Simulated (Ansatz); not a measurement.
`CB([SiH3])S` + H₂ → `CB[SiH3]` + H₂S at 500 K and 1 bar (hydrogenolysis of a B–S bond).

Isolated molecules relaxed with PBE0-D4/def2-TZVP in Ansatz; ΔE leaves out vibrations. CBS: MP2 limit from def2 TZ/QZ plus the TZ coupled-cluster correction, frozen cores. This one scheme is used for every species. One conformer a species, not always the lowest.

```tsv
species	CCSD(T)/CBS energy (Eh)	H − E (kJ/mol)	S (J/(mol·K))
`CB([SiH3])S`	-753.93554	245.4	419.5
H₂	-1.17544	41.0	145.5
`CB[SiH3]`	-356.10570	230.4	372.1
H₂S	-398.97279	57.0	224.0
```

H − E and S are ideal-gas, rigid-rotor, harmonic terms from PBE0-D4/def2-TZVP, for one conformer and one mirror image of each species. The MP2-based limit puts H₂ 0.8 mEh under its directly extrapolated value; such offsets cancel only in part. 1 Eh = 2625.50 kJ/mol, R = 8.31446 J/(mol·K).

Problem. By hand: ΔE, ΔH, ΔS and ΔG.

Solution. ΔE = (-356.10570) + (-398.97279) − (-753.93554) − (-1.17544) = 0.03249 Eh = 85.3 kJ/mol. Δ(H − E) = 230.4 + 57.0 − 245.4 − 41.0 = 1.0, so ΔH = 86.3 kJ/mol. ΔS = 372.1 + 224.0 − 419.5 − 145.5 = 31.1 J/(mol·K). ΔG = 86.3 − 500 × (31.1)/1000 = 70.8 kJ/mol.

Problem. By hand: the equilibrium constant, and the temperature at which ΔG would vanish if ΔH and ΔS stayed fixed.

Solution. log₁₀ K = −ΔG/(RT ln 10) = -7.4. ΔG = 0 at ΔH/ΔS = 2775 K, far beyond where these terms or the molecules hold.

ΔH outweighs TΔS. A doubt of 5 kJ/mol in ΔE shifts log₁₀ K by 0.5 here. Other conformers and mirror images would add mixing entropy, several J/(mol·K) or more a flexible species. Modes under 60 cm⁻¹, often nearly free rotors, make the harmonic entropy too high. These are equilibria of isolated gas molecules and say nothing of rates. Largest T1 diagnostic: 0.014 (customary marks: 0.02 for closed shells, 0.045 for open ones).
